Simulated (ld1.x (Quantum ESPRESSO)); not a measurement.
Bi, RRKJ: configuration errors across variants

Bi, norm-conserving RRKJ (Kleinman–Bylander form), made with ld1.x (Quantum ESPRESSO) 7.5 (PBEsol, non-relativistic). Core [Xe] 4f14 5d10, reference 6s1.75 6p3.25. Waves: 6p (bound): rc 2.15 bohr; 6s (bound): rc 1.60 bohr. Local part: the s channel. Core correction: none. rho0 = 0.001.

All-electron excitation energies from the reference (eV): (1) 6s2 6p3 -1.665; (2) 6s2 6p2 6.397; (3) 6s2 6p1 21.637; (4) 6s2 6p2.5 1.520; (5) 6s0 6p5 11.923; (6) 6s1 6p3 13.637; (7) 6s1 6p0 85.107.

9 further variants failed, have other tests or another functional or relativity, and are left out.

Errors AE − PS in meV (a dash: test not solved or not reliable):

| change | (1) | (2) | (3) | (4) | (5) | (6) | (7) | bound ghosts |
| --- | --- | --- | --- | --- | --- | --- | --- | --- |
| base | +0.5 | -0.7 | +2.7 | +0.2 | +84 | +2.9 | +240 | none |
| wave 6s (bound): rc 1.60 bohr becomes 6s (bound): rc 2.10 bohr | +0.3 | -5.2 | -26 | -1.0 | +14 | +3.5 | +86 | none |
| core correction a·sin(br)/r model core inside 0.98 bohr | -1.0 | -4.7 | -28 | -1.7 | -73 | -19 | -348 | none |

Task: Give the same row for: type TM; local potential the p channel; rho0 0.

Result: +1.2, -0.6, +6.0, +0.2, +92, +18, +322; bound ghosts: none.
